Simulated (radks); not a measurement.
Values are calculated unless marked as measured or tabulated.
The indium anion In- inside a hard spherical wall (all orbitals vanish at R), configuration held at [Kr] 4d10 5s2 5p2 and not refilled when levels cross. Level of theory: scalar-relativistic Kohn-Sham, PBEsol, spin-polarised, spherical densities, point nucleus; open shells are filled with parallel spins first (spin-orbit coupling, left out, can overturn this in heavy ions) (a radial shooting solver on a logarithmic mesh with Libxc functionals). Eigenvalues in eV for spin up, with the zero of energy where the potential of the charges vanishes at infinity; a dash marks a level that is unbound or too diffuse for the functional's potential to be trusted. A positive occupied level is held by the wall or, in an anion where self-interaction has pushed it up, behind a barrier. The pressure on the wall is -dE/dV.

R (bohr)	E (hartree)	kinetic (hartree)	e(4p)	e(4d)	e(5s)	e(5p)	e(6s, empty)	e(5d, empty)	pressure (GPa)
15	-5878.98419	6127.318	-72.749	-13.351	-3.564	1.462	2.391	3.391	0.00781
12	-5878.97999	6127.330	-72.358	-12.962	-3.233	1.756	3.236	4.451	0.0397
10	-5878.97180	6127.356	-71.847	-12.454	-2.828	2.161	4.444	5.641	0.153
7	-5878.91401	6127.554	-69.935	-10.572	-1.406	3.902	9.966	9.700	2.24
6	-5878.84066	6127.813	-68.455	-9.131	-0.259	5.460	14.967	12.820	7.17
5	-5878.65440	6128.457	-65.902	-6.678	1.978	8.545	24.770	18.513	27.9
2.5	-5871.93222	6151.281	-35.816	22.598	48.437	66.362	180.08	100.32	4620
1.5	-5816.56435	6320.958	65.254	136.03	310.78	349.90	769.36	405.73	177000
